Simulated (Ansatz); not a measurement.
Reactions of `C[O][InH][Br]`.

Program: Ansatz. Geometries: PBE0-D4/def2-TZVP. ΔE: electronic, gas phase. CCSD(T)/CBS adds triple-zeta CCSD(T) − MP2 to the extrapolated MP2 energy (def2 sets, frozen cores). This one scheme is used for every species. Elements past krypton have def2 core potentials. For Br, In outer-core shells are correlated without core-valence functions, which leaves a few kJ/mol of doubt a bond. Scalar relativity is left out up to krypton. Each species was taken in one conformer, which may not be the lowest.

Question: Order these by ΔE at CCSD(T)/CBS, lowest first. (An estimate is asked.)
A. `C[O][InH][Br]` + `[SiH3][SiH2]Br` → `C[O][InH2]` + `[SiH3][SiH](Br)Br`
B. `C[O][InH][Br]` + `ClB(Cl)Br` → `[Br][InH][Br]` + `COB(Cl)Cl`
C. `C[O][InH][Br]` + `C[N](C)[AlH][Cl]` → `C[N](C)[InH][Br]` + `C[O][AlH][Cl]`
D. `C[O][InH][Br]` + `C[Si](C)(F)C#N` → `C[O][InH][C]#N` + `C[Si](C)(F)Br`
E. `C[O][InH][Br]` + `CBCO` → `C[O][InH][CH3]` + `OCBBr`
F. `C[O][InH][Br]` + `OB(O)Cl` → `[OH][InH][Br]` + `COB(O)Cl`
G. `C[O][InH][Br]` + `OC1(F)BS1` → `C[O][In]([OH])[Br]` + `FC1BS1`

Answer: B (-172.1 kJ/mol), G (-69.5 kJ/mol), C (-31.2 kJ/mol), F (-0.6 kJ/mol), D (+39.1 kJ/mol), A (+51.5 kJ/mol), E (+69.5 kJ/mol).

Largest T1 diagnostic: 0.017, for `C[O][InH][C]#N`.
